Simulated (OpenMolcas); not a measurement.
Mn4+ (d3) among equal point charges was computed by CASSCF with the d shell active (OpenMolcas, ANO-RCC-VDZP on the metal). Its lowest spin-free states, and all those of the highest spin:

| 2S+1 | Degeneracy | E (cm-1) |
| --- | --- | --- |
| 4 | 2 | 0.0 |
| 4 | 1 | 458.2 |
| 4 | 2 | 2705 |
| 4 | 2 | 6798 |
| 2 | 2 | 20291 |
| 2 | 2 | 20961 |
| 4 | 2 | 21271 |
| 2 | 2 | 21310 |
| 2 | 2 | 22073 |
| 2 | 2 | 23203 |
| 2 | 1 | 24350 |
| 2 | 2 | 25781 |
| 4 | 1 | 32952 |

Q: Is the site octahedral, tetrahedral or cube-like, axial, or of lower symmetry?

A: The states with 2S+1 = 4 have orbital degeneracies 2, 1, 2, 2, 2, 1. There are pairs but no triples, so the site is axial: not cubic, but with a proper or improper axis of order three or more. The run had Mn4+ among 2 point charges of -2.5 e arranged as a linear pair (D∞h), 2.01 Å from the ion.

Without dynamic correlation the repulsion within the d shell is too large (B by tens of per cent), so at a given field states of lower spin stand too high. Point charges carry no covalency, so the field is a model and not that of real ligands. No measured value stands beside these numbers.
